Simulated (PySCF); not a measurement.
**Excitation energy of H by level of theory**

H 1s1 (2S) → H 2p1 (2P), as a difference of total energies. Calculation: PySCF 2.14, in dyall-acv3z (10s3p2d, 29 functions); no relativity, point nucleus. The calculations carry no spin-orbit coupling.

```tsv
method	excitation energy (eV)
UHF	10.803
LDA	9.984
PBE	10.267
PBE0	10.394
r2SCAN	10.442
TPSSh	10.379
PW91	10.316
HSE06	10.396
wB97M-V	10.890
```

The promoted electron is Rydberg-like, and one or two diffuse shells describe it only roughly, which tends to raise the upper state.

**Question.** Which method comes closest to the reference value, and which is furthest?

**Answer.** The reference is 10.199 eV (measured; NIST levels, between the centres of gravity of the two terms). Closest: PBE (error 0.068 eV); furthest: wB97M-V (error 0.691 eV).
